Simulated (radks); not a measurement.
Q: The mean radii <r> (bohr) of the occupied orbitals of an atom or ion are listed with their occupations. All-electron calculation, Dirac Kohn-Sham, LB94 model potential, spin-unpolarised, spherical densities, finite nucleus; Fermi nuclear charge, rms radius of each element as measured or else 0.836 A^(1/3) + 0.57 fm. Program: a radial shooting solver on a logarithmic mesh with Libxc functionals.

orbital  occ.      <r>
1s1/2       2  0.01657
2s1/2       2  0.06914
2p1/2       2  0.05678
2p3/2       4  0.06546
3s1/2       2   0.1796
3p1/2       2   0.1698
3p3/2       4   0.1855
3d3/2       4   0.1614
3d5/2       6   0.1661
4s1/2       2   0.3911
4p1/2       2   0.3910
4p3/2       4   0.4218
4d3/2       4   0.4210
4d5/2       6   0.4302
4f5/2       6   0.4191
4f7/2       3   0.4233

Name the element and its charge. Open shells, if any, fill j = l - 1/2 first.

A: Z = 80, mercury, charge +25: Hg25+ in [Kr] 4d10 4f9. The 1s radius gives Z: for a bare nucleus <r> = (2 gamma + 1)/(2Z) with gamma = sqrt(1 - (Z/c)^2), 0.0164 bohr for Z = 80, and screening makes it slightly larger (0.01657 here). The occupations add up to 55, and the charge is Z minus that.
